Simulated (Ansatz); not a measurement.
A run of Ansatz (development build ahead of 0.2.0) on triplet O at this shape:

A single O atom.

Its results:

```yaml
Converged: yes
Reference_energy: -74.79660 hartree
Correlation_energy: -0.11037 hartree
Total_energy: -74.90697 hartree
Spin_squared_of_the_determinant: 2.008
```

Which input gives this output? Name the method, the orbitals and the basis set, and write the input.

UHF-MP2 in aug-cc-pVDZ.

```yaml
crystal:
  periodic: [false, false, false]
  atoms:
    - { symbol: O, position_ang: [0.0, 0.0, 0.0] }
basis:
  gaussian: { orbitals: aug-cc-pVDZ }
magnetization:
  spin_polarized: true
  initial_magnetization: 2
hamiltonian:
  xc: hf
correlation:
  method: mp2
  frozen_orbitals: { O: 1 }
```
